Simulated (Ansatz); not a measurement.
`FC[SiH2][SeH]` at its PBE0-D4/def2-TZVP geometry, where that method's forces vanish. The species carries charge 0 and has multiplicity 1.

```json
{"atom": "F1", "x (Å)": "0.367", "y (Å)": "0.385", "z (Å)": "-2.040"}
{"atom": "C2", "x (Å)": "-0.519", "y (Å)": "0.513", "z (Å)": "-0.983"}
{"atom": "Si3", "x (Å)": "-0.100", "y (Å)": "-0.697", "z (Å)": "0.412"}
{"atom": "Se4", "x (Å)": "1.957", "y (Å)": "-0.341", "z (Å)": "1.316"}
{"atom": "H5", "x (Å)": "-1.532", "y (Å)": "0.316", "z (Å)": "-1.355"}
{"atom": "H6", "x (Å)": "-0.490", "y (Å)": "1.550", "z (Å)": "-0.630"}
{"atom": "H7", "x (Å)": "-0.056", "y (Å)": "-2.081", "z (Å)": "-0.117"}
{"atom": "H8", "x (Å)": "-1.167", "y (Å)": "-0.560", "z (Å)": "1.439"}
{"atom": "H9", "x (Å)": "1.540", "y (Å)": "0.914", "z (Å)": "1.956"}
```

Problem. For each bond, give half the difference of the two atoms' forces along it (eV/Å; positive pushes the atoms apart) under PBE-D4, r2SCAN-D4, B3LYP-D4, ωB97M-V in def2-TZVPP. (Estimate.)

Solution. Computed: 
```json
{"bond": "F1–C2", "length (Å)": "1.386", "PBE-D4": "0.50", "r2SCAN-D4": "0.37", "B3LYP-D4": "0.44", "ωB97M-V": "0.34"}
{"bond": "C2–Si3", "length (Å)": "1.894", "PBE-D4": "-0.07", "r2SCAN-D4": "-0.05", "B3LYP-D4": "0.00", "ωB97M-V": "-0.03"}
{"bond": "C2–H5", "length (Å)": "1.097", "PBE-D4": "0.08", "r2SCAN-D4": "-0.06", "B3LYP-D4": "-0.13", "ωB97M-V": "-0.12"}
{"bond": "C2–H6", "length (Å)": "1.096", "PBE-D4": "0.09", "r2SCAN-D4": "-0.05", "B3LYP-D4": "-0.12", "ωB97M-V": "-0.11"}
{"bond": "Si3–Se4", "length (Å)": "2.274", "PBE-D4": "0.12", "r2SCAN-D4": "0.03", "B3LYP-D4": "0.19", "ωB97M-V": "0.02"}
{"bond": "Si3–H7", "length (Å)": "1.483", "PBE-D4": "0.10", "r2SCAN-D4": "-0.02", "B3LYP-D4": "-0.12", "ωB97M-V": "-0.13"}
{"bond": "Si3–H8", "length (Å)": "1.487", "PBE-D4": "0.05", "r2SCAN-D4": "-0.02", "B3LYP-D4": "-0.12", "ωB97M-V": "-0.12"}
{"bond": "Se4–H9", "length (Å)": "1.469", "PBE-D4": "0.27", "r2SCAN-D4": "-0.01", "B3LYP-D4": "0.04", "ωB97M-V": "-0.10"}
```

B3LYP here is the variant with VWN-RPA as its local correlation; programs differ in this.
